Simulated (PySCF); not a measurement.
PySCF job for B(OH)2(SiH3) (BH5O2Si), SMILES OB(O)[SiH3], PBE0-D3(BJ)/def2-SVP. Geometry: PBE0-D3(BJ)/def2-SVP. The values are those of a single conformer.

```python
import numpy as np
from pyscf import gto, scf, dft, df
from pyscf.hessian import thermo

mol = gto.M(
    atom='''
    B    -0.47600446    0.13839857   -0.27920712
    O    -1.48638797   -0.77320581   -0.31663236
    H    -2.25805547   -0.51057316   -0.83311616
    O    -0.51835159    1.34643185   -0.90561711
    H    -1.32793969    1.52579129   -1.39913503
    Si    1.21410452   -0.34659206    0.74308542
    H     1.87034592    0.86549715    1.32686364
    H     2.20567803   -0.99546981   -0.17591022
    H     0.93044656   -1.31075776    1.85213341
    ''',
    basis='def2-SVP',
    charge=0,
    spin=0,
    max_memory=1600,
    verbose=3,
)
mf = dft.RKS(mol, xc='pbe0').density_fit(auxbasis='def2-universal-jkfit')
mf.disp = 'd3bj'
mf.grids.level = 3
mf.conv_tol = 1e-11
mf.max_cycle = 100
mf.kernel()

# [left out here: the lines that compute and print the analytic Hessian (its translational invariance restored by hand, since the grid's response is missing), thermochemistry and intensities]
```

Log of the run:

```
converged SCF energy = -467.3433618084

WARN: DFTD3 does not support analytical Hessian, using finite difference


WARN: Mole.unit (angstrom) is changed to Bohr

Mode                                 0                   1                   2
Irrep
Freq [cm^-1]                       -8.8657            201.1472            332.1865
Reduced mass [au]                   1.1190              3.6739              1.5219
Force const [Dyne/A]               -0.0001              0.0876              0.0989
Char temp [K]                     -12.7558            289.4061            477.9424
Normal mode                   x     y     z       x     y     z       x     y     z
       0   B                 0.00  0.01 -0.00   -0.04 -0.09  0.03    0.06 -0.07 -0.14
       1   O                 0.03 -0.02 -0.04   -0.12 -0.00 -0.06   -0.03  0.03  0.01
       2   H                 0.03 -0.03 -0.04   -0.07  0.11 -0.08   -0.14  0.17  0.25
       3   O                -0.03  0.03  0.04    0.09 -0.06  0.08   -0.04  0.01  0.01
       4   H                -0.03  0.02  0.04    0.14  0.04  0.04   -0.17  0.11  0.27
       5  Si                -0.00 -0.00  0.00    0.02  0.05 -0.01    0.03 -0.01  0.00
       6   H                 0.30  0.04 -0.44   -0.09  0.19 -0.19   -0.24  0.12  0.05
       7   H                -0.22 -0.51  0.12    0.04  0.10 -0.03    0.34 -0.05  0.38
       8   H                -0.10  0.40  0.33    0.24  0.12  0.10   -0.22  0.13  0.07
Mode                                 3                   4                   5
Irrep
Freq [cm^-1]                      370.5977            469.9581            573.5832
Reduced mass [au]                   4.9460              1.0645              1.2891
Force const [Dyne/A]                0.4002              0.1385              0.2499
Char temp [K]                     533.2076            676.1651            825.2585
Normal mode                   x     y     z       x     y     z       x     y     z
       0   B                -0.02  0.02  0.03    0.00  0.00 -0.00    0.02  0.03 -0.01
       1   O                -0.07  0.07 -0.07    0.02 -0.02 -0.03    0.04  0.02  0.01
       2   H                 0.02  0.15 -0.16   -0.27  0.28  0.56    0.03 -0.04 -0.01
       3   O                -0.10 -0.02 -0.05   -0.02  0.02  0.03   -0.02  0.03 -0.03
       4   H                -0.12 -0.17 -0.07    0.28 -0.28 -0.56   -0.06 -0.01  0.02
       5  Si                 0.10 -0.03  0.06   -0.00 -0.00  0.00   -0.03 -0.06  0.02
       6   H                 0.16 -0.06  0.05   -0.02  0.01 -0.02   -0.36  0.30 -0.35
       7   H                 0.02 -0.02 -0.03    0.01  0.01 -0.00    0.08  0.22 -0.07
       8   H                 0.15 -0.06  0.05    0.02  0.00  0.01    0.54  0.06  0.25
Mode                                 6                   7                   8
Irrep
Freq [cm^-1]                      589.0267            595.5973            666.4373
Reduced mass [au]                   1.1872              2.8155              2.7729
Force const [Dyne/A]                0.2427              0.5885              0.7256
Char temp [K]                     847.4783            856.9320            958.8549
Normal mode                   x     y     z       x     y     z       x     y     z
       0   B                -0.03  0.01  0.01   -0.11  0.03 -0.07    0.09 -0.09 -0.18
       1   O                -0.03  0.01  0.05   -0.05 -0.09  0.01   -0.03  0.03  0.05
       2   H                 0.19 -0.27 -0.42   -0.20 -0.28  0.14    0.09 -0.09 -0.18
       3   O                -0.02  0.04  0.04    0.03  0.10 -0.04   -0.03  0.03  0.05
       4   H                 0.23 -0.16 -0.44    0.09  0.35 -0.04    0.09 -0.09 -0.18
       5  Si                 0.02 -0.02 -0.03    0.05 -0.01  0.04   -0.02  0.02  0.03
       6   H                -0.22  0.09  0.03    0.12 -0.05  0.04    0.21 -0.07 -0.05
       7   H                 0.29 -0.05  0.29    0.03 -0.01  0.01   -0.23  0.04 -0.23
       8   H                -0.18  0.11  0.04    0.14 -0.04  0.04    0.17 -0.13 -0.05
Mode                                 9                  10                  11
Irrep
Freq [cm^-1]                      885.6276            930.1993            937.5367
Reduced mass [au]                   1.1335              1.0967              1.0326
Force const [Dyne/A]                0.5238              0.5591              0.5348
Char temp [K]                    1274.2209           1338.3497           1348.9066
Normal mode                   x     y     z       x     y     z       x     y     z
       0   B                 0.01 -0.00  0.01    0.01  0.02 -0.01    0.00  0.00 -0.00
       1   O                -0.02 -0.02  0.00   -0.02  0.04 -0.03   -0.00 -0.01  0.00
       2   H                -0.01  0.00 -0.00   -0.32 -0.57  0.13    0.02  0.04 -0.01
       3   O                 0.00  0.02 -0.01    0.05  0.02  0.01   -0.00 -0.01  0.00
       4   H                -0.01  0.00 -0.00   -0.22 -0.60  0.20    0.02  0.05 -0.01
       5  Si                 0.05 -0.01  0.03    0.00  0.00 -0.00   -0.01 -0.03  0.01
       6   H                -0.39  0.32 -0.20    0.04 -0.02 -0.01    0.40 -0.12 -0.24
       7   H                -0.34  0.05 -0.42    0.02  0.05 -0.01    0.29  0.65 -0.15
       8   H                -0.53  0.00 -0.12   -0.04  0.02  0.00   -0.33  0.26  0.16
Mode                                12                  13                  14
Irrep
Freq [cm^-1]                      940.8615           1025.5985           1296.8773
Reduced mass [au]                   1.0337              2.0103              3.4929
Force const [Dyne/A]                0.5391              1.2458              3.4612
Char temp [K]                    1353.6902           1475.6079           1865.9177
Normal mode                   x     y     z       x     y     z       x     y     z
       0   B                -0.01  0.01  0.02   -0.05  0.01 -0.03    0.20 -0.06  0.12
       1   O                 0.00 -0.00 -0.00    0.06  0.11 -0.02   -0.06 -0.01 -0.02
       2   H                -0.00 -0.00  0.00   -0.19 -0.42  0.12   -0.18 -0.27  0.05
       3   O                 0.00 -0.00 -0.00   -0.04 -0.11  0.04   -0.04  0.04 -0.04
       4   H                 0.00  0.00  0.00    0.19  0.42 -0.12    0.08  0.30 -0.11
       5  Si                -0.01  0.01  0.02    0.01 -0.00  0.01   -0.02  0.00 -0.01
       6   H                 0.19  0.19 -0.58   -0.04  0.04 -0.01    0.02 -0.03  0.01
       7   H                 0.20 -0.05  0.27   -0.04  0.00 -0.05    0.01  0.00  0.03
       8   H                -0.07 -0.49 -0.44   -0.06 -0.00 -0.01    0.03  0.01 -0.00
Mode                                15                  16                  17
Irrep
Freq [cm^-1]                     1435.2706           2206.5814           2220.5642
Reduced mass [au]                  11.0889              1.0378              1.0326
Force const [Dyne/A]               13.4588              2.9771              3.0000
Char temp [K]                    2065.0348           3174.7794           3194.8974
Normal mode                   x     y     z       x     y     z       x     y     z
       0   B                 0.10  0.23 -0.06   -0.00  0.00 -0.00   -0.00  0.00 -0.00
       1   O                -0.07 -0.07  0.00    0.00  0.00  0.00    0.00  0.00  0.00
       2   H                -0.03  0.03 -0.03    0.00 -0.00 -0.00    0.00  0.00  0.00
       3   O                -0.00 -0.08  0.04    0.00 -0.00  0.00    0.00 -0.00  0.00
       4   H                 0.04  0.01  0.02    0.00 -0.00 -0.00   -0.00 -0.00  0.00
       5  Si                -0.00 -0.00  0.00    0.02 -0.01 -0.02    0.01  0.01  0.03
       6   H                -0.02  0.02 -0.00   -0.01 -0.05 -0.03   -0.34 -0.64 -0.30
       7   H                -0.00 -0.01  0.00   -0.65  0.42  0.60    0.05 -0.03 -0.03
       8   H                 0.03  0.00 -0.00    0.02  0.03 -0.05    0.12  0.39 -0.43
Mode                                18                  19                  20
Irrep
Freq [cm^-1]                     2224.5695           3856.1005           3856.7974
Reduced mass [au]                   1.0505              1.0644              1.0662
Force const [Dyne/A]                3.0628              9.3249              9.3446
Char temp [K]                    3200.6602           5548.0701           5549.0728
Normal mode                   x     y     z       x     y     z       x     y     z
       0   B                 0.00  0.00 -0.00    0.00 -0.00  0.00   -0.00 -0.00  0.00
       1   O                -0.00 -0.00  0.00    0.04 -0.01  0.03    0.02 -0.01  0.02
       2   H                -0.00  0.00  0.00   -0.68  0.21 -0.44   -0.39  0.13 -0.26
       3   O                -0.00 -0.00  0.00    0.02 -0.01  0.02   -0.04  0.01 -0.03
       4   H                 0.00 -0.00 -0.00   -0.40  0.10 -0.25    0.70 -0.17  0.43
       5  Si                 0.01  0.03 -0.01   -0.00  0.00 -0.00    0.00  0.00 -0.00
       6   H                -0.26 -0.48 -0.24    0.00  0.00  0.00    0.00 -0.00  0.00
       7   H                -0.00  0.02  0.00    0.00 -0.00 -0.00   -0.00 -0.00  0.00
       8   H                -0.14 -0.50  0.58    0.00 -0.00  0.00   -0.00  0.00 -0.00
temperature 298.1500 [K]
pressure 101325.00 [Pa]
Rotational constants [GHz] 9.22162 3.74219 2.74682
Symmetry number 1
Zero-point energy (ZPE) 0.05836 [Eh]   153212.433 [J/mol]
                           tot       elec      trans        rot        vib
Entropy [J/mol/K]       301.779      0.000    162.746    107.240     31.792
Cv [J/mol/K]             78.768      0.000     12.472     12.472     53.825
Cp [J/mol/K]             87.083      0.000     20.786     12.472     53.825
Internal energy [J/mol]                      3718.434   3718.434 159532.700
Internal energy [Eh]   -467.27977  -467.34336
Enthalpy [J/mol]                             6197.391   3718.434 159532.700
Enthalpy [Eh]          -467.27882
Gibbs free energy [J/mol]                  -42325.444 -28255.127 150053.781
Gibbs free energy [Eh] -467.31309
static polarisability / bohr^3: [[50.85  -1.113  6.812]
 [-1.113 43.625 -3.646]
 [ 6.8   -3.647 42.11 ]]
largest difference of analytic and finite-field dipole derivatives / e: 0.001746956565900959
mode   freq/cm-1   IR/(km/mol)   Raman/(A^4/amu)   depolarisation
   1       -8.87         0.026             0.176            0.750
   2      201.15         2.402             0.095            0.750
   3      332.19         9.692             5.325            0.746
   4      370.60        19.640             4.069            0.480
   5      469.96         0.067             0.807            0.750
   6      573.58        47.703             5.280            0.750
   7      589.03       257.096             0.666            0.313
   8      595.60        43.925            11.411            0.069
   9      666.44        24.515             5.066            0.750
  10      885.63       205.876             7.017            0.687
  11      930.20       194.427            10.315            0.750
  12      937.54        20.180            24.853            0.750
  13      940.86        39.916            28.435            0.749
  14     1025.60        60.186             0.096            0.334
  15     1296.88        76.946            25.956            0.265
  16     1435.27       320.192             0.157            0.750
  17     2206.58        85.216           156.488            0.222
  18     2220.56        78.042           166.786            0.139
  19     2224.57       117.729            97.577            0.723
  20     3856.10        34.757           455.015            0.266
  21     3856.80         5.266            95.205            0.553
max |gradient| / (hartree/bohr): 5.772262412815935e-05
APT charges: [ 0.9174 -0.7391  0.2626 -0.7396  0.2624  0.7504 -0.2383 -0.237  -0.2387]
```

The run converged.
